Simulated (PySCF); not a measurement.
## Computed properties of hydrogen iodide (HI), SMILES I

hydrogen iodide (HI), SMILES I. Coordinates come from a B3LYP-D3(BJ)/def2-TZVPD optimisation. The def2 effective core potentials stand for the cores of I; spin–orbit coupling is left out. The values are those of a single conformer. All values are computed for the isolated molecule unless a solvent is named; none is compared with measurement here.

**Structure.** The optimised structure has C∞v symmetry. All 1 harmonic modes at B3LYP-D3(BJ)/def2-TZVPD (PySCF) are real, so it is a minimum.

**Vibrations.** No mode carries more than 0.5 km/mol of infrared intensity. The softest mode is at 2301 cm⁻¹ and the zero-point energy is 3.3 kcal/mol.

**Electronic structure.** HF/def2-TZVPD (PySCF) places the frontier levels at -10.54 and 1.41 eV, a gap of 11.95 eV, and gives a dipole moment of 0.53 D and a mean polarisability of 35.1 bohr³. PBE/def2-TZVPD (PySCF) at the same geometry gives -6.79 and -1.83 eV, so its gap is 6.99 eV narrower. An orbital gap is neither the optical nor the fundamental gap.

**Excitations.** TDA-PBE0/def2-TZVPD (PySCF) has S1 at 5.49 eV (226 nm, f = 0.008, weak); the most intense of the 10 singlets computed lies at 7.53 eV (f = 0.35). Strengths of degenerate partners are summed. T1 (TDA) is at 4.84 eV, 0.65 eV under S1. TDA-PBE/def2-TZVPD (PySCF) puts S1 at 5.25 eV. No vertical singlet excitation falls in the visible range (under 3.1 eV).
